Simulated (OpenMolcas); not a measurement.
**Tl⁺: from RASSCF to RASPT2**

```
Program             : OpenMolcas 26.06
Basis               : ANO-RCC-VQZP [9s8p6d4f3g]
Scalar Hamiltonian  : DKH2, point nucleus
Active space        : 2 electrons in 9 orbitals (RAS2 6s 6p; RAS3 6d, at most 2 electrons)
State averaging     : 2S+1 = 3 even, 3 roots; 2S+1 = 1 even, 6 roots; 2S+1 = 3 odd, 3 roots; 2S+1 = 1 odd, 3 roots
Spin-orbit coupling : RASSI with atomic mean-field integrals over the reference wave functions, term energies averaged over their components
```

Methods on the same reference wave functions:
A. RASSCF
B. SS-RASPT2, IPEA 0.25 Eh, imaginary shift 0.1 Eh (closed shells correlated: 5d)

Energies in cm⁻¹ above 6s² ¹S₀, the measured ground level; measured values from NIST Handbook of Basic Atomic Spectroscopic Data.

| Level | A | B | Measured |
| --- | --- | --- | --- |
| 6s² ¹S₀ | 0.0 | 0.0 | 0.0 |
| 6s 6p ³P°₀ | 41718 | 50680 | 49451 |
| 6s 6p ³P°₁ | 44557 | 53340 | 52394 |
| 6s 6p ³P°₂ | 51950 | 60910 | 61728 |
| 6s 6p ¹P°₁ | 71671 | 74330 | 75663 |

Deviations, from unrounded energies. A percentage is the sum of absolute deviations over the sum of measured energies, with the sign that they share, or ± where signs differ.

```
           Against measurement  Levels      A     B
mean absolute deviation (cm-1)       4   7300  1100
      other configurations (%)       4  -12.3  ±1.8
```

B lies closest to measurement on these levels. The largest miss of B in the table is 6s 6p ¹P°₁, by -1300 cm-1. The ranking rests on the paired levels alone, and a cruder setting can come out closer through cancelling errors.

The lowest spin-free term lies below A's lowest term by 0.425 hartree in B.

The run also gave levels led by 6s 6d, which use shells meant for correlation; these and all levels above them are left out. Spin-orbit splittings of 6p shells tend to come out small when the coupling is added on scalar orbitals. Computed and measured levels are paired by configuration, term and J; levels that our copy of the source lacks, or whose pairing is in doubt (as where it misses far off the trend of its configuration), stay unpaired and out of the deviations. Levels of configurations outside the active space are missing. The table leaves out levels that lie high or whose names do not pair safely across all columns.

° marks odd parity.
